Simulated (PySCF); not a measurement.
Compound: C7H7 (doublet state).
Numbering: `[C:1]1=[CH:2][CH:3]=[CH:4][CH:5]=[CH:6][CH2:7]1` (hydrogens: H8 on C2; H9 on C3; H10 on C4; H11 on C5; H12 on C6; H13, H14 on C7)

Method used: UKS B3LYP, IGLO-III on C, pcH-1 on H, non-relativistic, mean-field spin-orbit, GIAO (PySCF 2.14.0). One conformer (not necessarily the lowest) at the PBE0-D3(BJ)/def2-SVP geometry, without solvent, vibrations or thermal averaging. The SCF solution wasn't tested for stability.

Q: Match the computed a_iso(13C) values +311.9, +66.5, +21.5, +19.2, +9.3, -9.0, +5.1 MHz with the sites C1; C2; C3; C4; C5; C6; C7.

A: 
```tsv
site	a_iso (MHz)	ρ(0) (bohr⁻³)	position	distance from C1 (Å)	spin population	largest |T| (MHz)
C1	+311.9	+0.2775	largest spin population	0.00	+0.98	133.6
C2	+9.3	+0.0083	1 bond from C1	1.34	-0.11	18.9
C3	+66.5	+0.0592	2 bonds from C1	2.44	+0.09	11.7
C4	-9.0	-0.0080	3 bonds from C1	3.00	-0.06	8.8
C5	+5.1	+0.0045	3 bonds from C1	2.96	+0.04	5.0
C6	+19.2	+0.0170	2 bonds from C1	2.38	-0.02	7.3
C7	+21.5	+0.0191	1 bond from C1	1.47	-0.03	13.2
```

ρ(0) is the spin density at the nucleus and T the dipolar tensor; entries for several nuclei are means. The largest Mulliken spin populations are on C1 (+0.98), C2 (-0.11) and C3 (+0.09). No atom but C1 exceeds +0.15.

β density exceeds α density at some nuclei, such as C4 (-0.0080), spin density in bohr⁻³. In a single determinant that takes different orbitals for the two spins, that is spin polarisation.

Nuclei that the bonding pattern makes equivalent are averaged, as if the motion that swaps them (rotation, inversion, ring flip) were fast. The 1H value of +60.9 MHz is a mean of couplings from 50.8 to 71.0 MHz in this one geometry, not an average over conformers.

On x86-64 server, one thread (shared host), this took 45 s wall.
